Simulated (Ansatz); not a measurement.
Consider the silylene formation by 1,1-elimination: `O[SiH2][SiH2]O[SiH3]` → `O[SiH]` + `[SiH3]O[SiH3]`.

Computed with Ansatz on PBE0-D4/def2-TZVP structures; ΔE is electronic, products minus reactants. CCSD(T)/CBS adds triple-zeta CCSD(T) − MP2 to the extrapolated MP2 energy (def2 sets, frozen cores). This one scheme is used for every species. DFT in def2-TZVPP. B3LYP here is the variant with VWN-RPA as its local correlation; programs differ in this. One conformer a species, not always the lowest.

CCSD(T)/CBS gives +168.5 kJ/mol.

Question: Another level gave +156.1 kJ/mol. Which?
A. PBE0-D4/def2-TZVPP
B. BHLYP-D4/def2-TZVPP
C. BLYP-D4/def2-TZVPP
D. B3LYP-D4/def2-TZVPP

Answer: C. BLYP-D4 156.1, BHLYP-D4 176.7, B3LYP-D4 166.6, PBE0-D4 187.7 kJ/mol.

Question: What do rigid-rotor, harmonic-oscillator terms from PBE0-D4/def2-TZVP frequencies (298.15 K, 1 bar) make of the CCSD(T)/CBS value? (Estimate.)

Answer: Computed: ΔZPE = -8.1 kJ/mol, ΔH = +162.2 kJ/mol, ΔS = 159 J/(mol·K), ΔG = +114.9 kJ/mol. Modes under 50 cm⁻¹ make the entropy rough.

Largest T1 diagnostic among the species: 0.016.

The D4 term adds +18.3 kJ/mol with B3LYP and +10.4 kJ/mol with PBE0; it sums over pairs of atoms, weighted by their polarisabilities, and B3LYP, whose exchange is more repulsive, gets the larger term. In def2-TZVPP, CCSD(T) changes the Hartree–Fock value by +13.9 kJ/mol (the triples alone add +3.1 kJ/mol) and MP2 by +23.8 kJ/mol. From BLYP to BHLYP (50 % exact exchange), in def2-TZVPP and without D4, ΔE moves by +26.8 kJ/mol.
